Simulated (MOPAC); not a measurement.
Job for MOPAC: AM1 on BiH3O3 (SMILES [OH][Bi]([OH])[OH]), a point of a torsion scan.

```
AM1 1SCF PRECISE CHARGE=0 THREADS=1
BiH3O3

O     -0.95617723 1    -1.04814892 1    -0.49131520 1
Bi    -0.46602820 1     0.57838912 1     0.69244915 1
O      1.32700664 1     0.65516021 1    -0.26253973 1
O      0.18657182 1    -0.68781431 1     2.14939083 1
H     -1.89071508 1    -1.13010686 1    -0.66828993 1
H      1.56846872 1    -0.22079804 1    -0.55934762 1
H      0.64110901 1    -1.43453723 1     1.76348698 1
```

The log:

```
*******************************************************************************
 **                                                                           **
 **                              MOPAC v23.2.5                                **
 **                                                                           **
 *******************************************************************************
 ** MOPAC's Digital Object Identifier: https://doi.org/10.5281/zenodo.6511958 **
 **                                                                           **
 ** Please cite the open-source release paper for use of this MOPAC version:  **
 ** J. E. Moussa and J. J. P. Stewart (2026)                                  **
 ** MOPAC: An open-source semiempirical molecular orbital program             **
 ** J. Open Source Softw., 11(119), 8025, https://doi.org/10.21105/joss.08025 **
 *******************************************************************************

                              AM1 CALCULATION RESULTS

 *******************************************************************************
 *  AM1        - The AM1 Hamiltonian to be used
 *
 *
 *
 *                 CHARGE ON SYSTEM = 0
 *
 *
 *
 *  PRECISE    - TIGHTER CRITERIA TO BE USED
 *  1SCF       - DO 1 SCF AND THEN STOP
 *  THREADS=1  - MULTI-THREADING NOT USED
 *  T=         - A TIME OF 172800.0 SECONDS REQUESTED
 *  DUMP=N     - RESTART FILE WRITTEN EVERY 7200.0 SECONDS REQUESTED
 *******************************************************************************
AM1 1SCF PRECISE CHARGE=0 THREADS=1
 BiH3O3

   ATOM   CHEMICAL          X               Y               Z
  NUMBER   SYMBOL      (ANGSTROMS)     (ANGSTROMS)     (ANGSTROMS)

     1       O         -0.95617723  *  -1.04814892  *  -0.49131520  *
     2      Bi         -0.46602820  *   0.57838912  *   0.69244915  *
     3       O          1.32700664  *   0.65516021  *  -0.26253973  *
     4       O          0.18657182  *  -0.68781431  *   2.14939083  *
     5       H         -1.89071508  *  -1.13010686  *  -0.66828993  *
     6       H          1.56846872  *  -0.22079804  *  -0.55934762  *
     7       H          0.64110901  *  -1.43453723  *   1.76348698  *



          CARTESIAN COORDINATES

    NO.       ATOM           X           Y           Z

     1         O         -0.9562     -1.0481     -0.4913
     2        Bi         -0.4660      0.5784      0.6924
     3         O          1.3270      0.6552     -0.2625
     4         O          0.1866     -0.6878      2.1494
     5         H         -1.8907     -1.1301     -0.6683
     6         H          1.5685     -0.2208     -0.5593
     7         H          0.6411     -1.4345      1.7635

  H: (AM1): M.J.S. DEWAR ET AL, J. AM. CHEM. SOC. 107 3902-3909 (1985)
  O: (AM1): M.J.S. DEWAR ET AL, J. AM. CHEM. SOC. 107 3902-3909 (1985)
 Bi: (AM1): J. J. P. STEWART, J. MOL. MOD., 10, 155-164 (2004)

           Empirical Formula: H3 O3 Bi  =     7 atoms



      MOLECULAR POINT GROUP   :   C1


      RHF CALCULATION, NO. OF DOUBLY OCCUPIED LEVELS = 13



 ALL CONVERGERS ARE NOW FORCED ON
 SHIFT=10, PULAY ON, CAMP-KING ON
 AND ITERATION COUNTER RESET



 -------------------------------------------------------------------------------
 AM1 1SCF PRECISE CHARGE=0 THREADS=1
 BiH3O3



     1SCF WAS SPECIFIED, SO BFGS WAS NOT USED
     SCF FIELD WAS ACHIEVED


                              AM1 CALCULATION
                                                       MOPAC v23.2.5 Linux




          FINAL HEAT OF FORMATION =          3.55597 KCAL/MOL =      14.87819 KJ/MOL


          COSMO AREA              =        115.43 SQUARE ANGSTROMS
          COSMO VOLUME            =        107.36 CUBIC ANGSTROMS

          IONIZATION POTENTIAL    =         11.196519 EV
          HOMO LUMO ENERGIES (EV) =        -11.197 -4.337
          NO. OF FILLED LEVELS    =         13
          MOLECULAR WEIGHT        =        260.0023         POINT GROUP:  C1

          MOLECULAR DIMENSIONS (Angstroms)

            Atom       Atom       Distance
            H     5    O     3     3.70210
            O     4    H     6     2.86171
            H     7   Bi     2     2.38521


          SCF CALCULATIONS        =          1





   ATOM   CHEMICAL          X               Y               Z
  NUMBER   SYMBOL      (ANGSTROMS)     (ANGSTROMS)     (ANGSTROMS)

     1       O         -0.95617723  *  -1.04814892  *  -0.49131520  *
     2      Bi         -0.46602820  *   0.57838912  *   0.69244915  *
     3       O          1.32700664  *   0.65516021  *  -0.26253973  *
     4       O          0.18657182  *  -0.68781431  *   2.14939083  *
     5       H         -1.89071508  *  -1.13010686  *  -0.66828993  *
     6       H          1.56846872  *  -0.22079804  *  -0.55934762  *
     7       H          0.64110901  *  -1.43453723  *   1.76348698  *

                             CARTESIAN COORDINATES

   1    O       -0.956177230    -1.048148920    -0.491315200
   2   Bi       -0.466028200     0.578389120     0.692449150
   3    O        1.327006640     0.655160210    -0.262539730
   4    O        0.186571820    -0.687814310     2.149390830
   5    H       -1.890715080    -1.130106860    -0.668289930
   6    H        1.568468720    -0.220798040    -0.559347620
   7    H        0.641109010    -1.434537230     1.763486980


           Empirical Formula: H3 O3 Bi  =     7 atoms



      MOLECULAR POINT GROUP   :   C1


                  EIGENVALUES
 -33.99300 -33.75137 -33.72062 -17.14158 -16.29739 -15.91977 -15.63481 -12.28096
 -12.00638 -11.59840 -11.47459 -11.27531 -11.19652  -4.33698  -3.85606  -3.70261
   5.92330   6.25785   6.31288


              NET ATOMIC CHARGES AND DIPOLE CONTRIBUTIONS

  ATOM NO.   TYPE          CHARGE      No. of ELECS.   s-Pop       p-Pop
    1          O          -0.753783        6.7538     1.91466     4.83912
    2         Bi           1.568328        3.4317     1.99707     1.43460
    3          O          -0.714276        6.7143     1.91312     4.80116
    4          O          -0.726879        6.7269     1.91324     4.81364
    5          H           0.179638        0.8204     0.82036
    6          H           0.224164        0.7758     0.77584
    7          H           0.222808        0.7772     0.77719
 DIPOLE           X         Y         Z       TOTAL
 POINT-CHG.    -4.509     5.558     1.100     7.241
 HYBRID         0.126    -1.170    -0.479     1.271
 SUM           -4.383     4.387     0.621     6.232


          ATOMIC ORBITAL ELECTRON POPULATIONS

     Atom    s        px        py        pz
    1  O   1.91466   1.25988   1.74256   1.83668
    2 Bi   1.99707   0.56576   0.39464   0.47421
    3  O   1.91312   1.58692   1.36859   1.84564
    4  O   1.91324   1.70883   1.49149   1.61332
    5  H   0.82036
    6  H   0.77584
    7  H   0.77719

 **********************
 *                    *
 * JOB ENDED NORMALLY *
 *                    *
 **********************




 == MOPAC DONE ==
```

The run finished.

Cost: very roughly 0.10 core-seconds.
